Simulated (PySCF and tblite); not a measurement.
Results of a calculation; reference values are marked as such.
**Barrier and rate of a rotation**

System: C5H4O3S, numbered as in [O:1]=[C:2]([OH:3])[c:4]1[cH:5][o:6][c:7]([SH:8])[cH:9]1.

Motion: rotation about the C2–O3 bond (torsion O1–C2–O3–H from 0° to 180°, rising). Geometries: GFN2-xTB; energies: revPBE/pcSseg-1 + D3(BJ); zero-point and thermal terms from GFN2-xTB harmonic modes (soft modes blended into free rotors). Rate constants are transition-state-theory values, counting equivalent paths, without tunnelling. (PySCF 2.14 with density fitting, tblite 0.8.)

| point | symmetry | E(GFN2) kcal/mol | E(DFT) kcal/mol | ZPE change kcal/mol | lowest mode cm⁻¹ | dipole D |
| --- | --- | --- | --- | --- | --- | --- |
| start | Cs | 0.0 | 0.0 | 0.00 | 56 | 1.33 |
| saddle | C1 | 12.9 | 12.5 | -1.08 | 588i | 3.19 |
| end | Cs | 5.8 | 5.8 | -0.20 | 40 | 4.23 |

```json
{"Electronic barrier": "12.5 kcal/mol", "Barrier with zero-point energy": "11.4 kcal/mol", "ΔH‡ (298 K)": "11.3 kcal/mol", "ΔS‡ (298 K, symmetry apart)": "-0.4 cal/(mol K)", "Paths": "2 equivalent paths", "End point": "a different minimum", "Mean lifetime of the start against this motion at 298 K": "19 µs", "Cost": "91 s on 1 thread of Arm Neoverse V2 (shared host) (rough), peak memory 0.71 GiB, launched as `OMP_NUM_THREADS=1 python ens_run.py task.json out`"}
```

```json
{"T/K": "150", "ΔG‡ kcal/mol": "11.4", "k s⁻¹": "0.00015", "ΔG kcal/mol": "5.6", "k back s⁻¹": "2×10⁴"}
{"T/K": "200", "ΔG‡ kcal/mol": "11.4", "k s⁻¹": "2.9", "ΔG kcal/mol": "5.6", "k back s⁻¹": "3.5×10⁶"}
{"T/K": "250", "ΔG‡ kcal/mol": "11.4", "k s⁻¹": "1090", "ΔG kcal/mol": "5.6", "k back s⁻¹": "7.8×10⁷"}
{"T/K": "298", "ΔG‡ kcal/mol": "11.4", "k s⁻¹": "5.2×10⁴", "ΔG kcal/mol": "5.5", "k back s⁻¹": "6×10⁸"}
{"T/K": "350", "ΔG‡ kcal/mol": "11.5", "k s⁻¹": "1×10⁶", "ΔG kcal/mol": "5.5", "k back s⁻¹": "2.9×10⁹"}
{"T/K": "400", "ΔG‡ kcal/mol": "11.5", "k s⁻¹": "8.8×10⁶", "ΔG kcal/mol": "5.5", "k back s⁻¹": "9×10⁹"}
{"T/K": "500", "ΔG‡ kcal/mol": "11.6", "k s⁻¹": "1.8×10⁸", "ΔG kcal/mol": "5.5", "k back s⁻¹": "4.5×10¹⁰"}
```

ΔG and ΔG‡ leave out symmetry numbers and mirror images; rates count paths: 2 out, 2 back.
